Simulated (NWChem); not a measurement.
## Basis-set convergence for CH5NSn

```xyz
8

Sn    -0.1362    -0.0233     0.3908
C      0.7189     1.5701    -0.9219
H      0.7062     2.5531    -0.4259
H      0.1444     1.6407    -1.8609
H      1.7635     1.3222    -1.1773
N     -0.0200    -1.4397    -1.0808
H      0.3308    -1.2864    -2.0244
H     -0.3091    -2.4070    -0.9569
```
Charge 0, spin multiplicity 1.

The numbers come from NWChem runs, not from measurements. Structure: optimised with B3LYP/def2-SVP with def2 effective core potentials on Sn, with no frequency check, so it may be a saddle point. It is one conformer; others weren't searched.

Quantity: vertical ionisation energy at the level ΔHF (Δ: difference of total energies, the cation a doublet at the parent's geometry; it is the state that the SCF runs reached, from PBE0 orbitals for Hartree-Fock references, and need not be the lowest).

Effective core potentials replace the inner electrons of Sn; spin-orbit coupling is left out. The structure started from a generated list of species. The stability of the SCF solutions was not checked. Open-shell Hartree-Fock references start from PBE0 orbitals; any time given for them includes that run.

Costs are rough ratios of processor time within this set of runs, SCF included, with def2-SVP as 1.

### Question
In def2-TZVPP the value is 7.32 eV. Among def2-SVP, def2-SVPD, def2-TZVP, def2-TZVPD, which is the smallest basis within 0.2 eV of it?

### Answer
def2-SVP, with 79 functions against 182 and about 6 % of the time (also within reach: def2-SVPD, def2-TZVP, def2-TZVPD). def2-TZVPP isn't the basis-set limit itself, and a small set can land close by cancellation.

| basis | functions | vertical ionisation energy (eV) | relative cost |
|---|---|---|---|
| def2-SVP | 79 | 7.33 | 1 |
| def2-SVPD | 112 | 7.36 | 3 |
| def2-TZVP | 142 | 7.32 | 6 |
| def2-TZVPD | 175 | 7.33 | 30 |
| def2-TZVPP | 182 | 7.32 | 20 |
